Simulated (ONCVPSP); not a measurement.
# Kr (Z = 36), ONCV: configuration errors across variants

krypton, optimised norm-conserving Vanderbilt (ONCV), made with ONCVPSP 4.0.1 (PBE, scalar-relativistic). Core [Ar] 3d10, reference 4s2 4p6. Waves: 4s: rc 1.45 bohr, ncon 4, nbas 8, qcut 5.5 1/bohr, 1 projector; 4p: rc 1.20 bohr, ncon 4, nbas 8, qcut 8 1/bohr, 2 projectors, debl 2.1 Ha; d scattering state at 0.1 Ha: rc 1.20 bohr, ncon 4, nbas 7, qcut 7.8 1/bohr, 3 projectors, debl 1.3 Ha. Local part: polynomial inside 1.20 bohr (lpopt 1, dvloc0 0 Ha). Core correction: none.

All-electron excitation energies from the reference (eV): (1) 4s2 4p5 14.289; (2) 4s2 4p4 39.464; (3) 4s2 4p3 76.539; (4) 4s1 4p6 28.797.

2 further variants failed, have other tests or too few solved ones, and are left out.

A true bound ghost makes a file unfit for plane-wave use even where its test errors are small: the radial tests pick states by their node count and pass the ghost by.

Errors AE − PS in meV (a dash: test not solved or not reliable):

| change | (1) | (2) | (3) | (4) | bound ghosts | GHOST(+) flags above zero |
| --- | --- | --- | --- | --- | --- | --- |
| base | -4.1 | -16 | -36 | -0.6 | p, d | none |
| p: qcut 4.9 | -3.9 | -14 | -32 | +2.0 | p, d | p |
| p: qcut 6.9 | -4.2 | -16 | -38 | -1.4 | p, d | none |
| p: qcut 7.3 | -4.2 | -16 | -38 | -1.2 | p, d | none |
| p: qcut 8.5 | -3.9 | -15 | -35 | +0.4 | p, d | none |
| p: qcut 9.4 | -3.5 | -13 | -29 | +3.0 | p, d | none |
| p: qcut 10.4 | -3.5 | -13 | -28 | +4.9 | p, d | none |

Task: Give the same row for: p: qcut 5.6.

Result: -3.8, -14, -32, +1.5; bound ghosts: p, d; GHOST(+) flags above zero: p.
